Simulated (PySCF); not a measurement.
**Correlation energy of Ge²⁺ (germanium, charge +2)**

[Ar] 3d10 4s2, closed-shell 1S. Calculation: PySCF 2.14, in x2c-QZVPPall (11s8p5d4f1g, 97 functions); the spin-free X2C one-electron Hamiltonian (Gaussian nucleus). Frozen: [Ne]; 20 electrons correlated.

```tsv
level	correlation energy (mhartree)
CCSD	-743.29
(T)	-12.26
CCSD(T)	-755.55
```

Diagnostics: T1 = 0.0075, D1 = 0.0222, largest double amplitude 0.084.

Cost of the coupled-cluster step: roughly 26 core-seconds, for 20 correlated electrons.

This basis was not built for core-valence correlation, so the inner-shell part is incomplete.
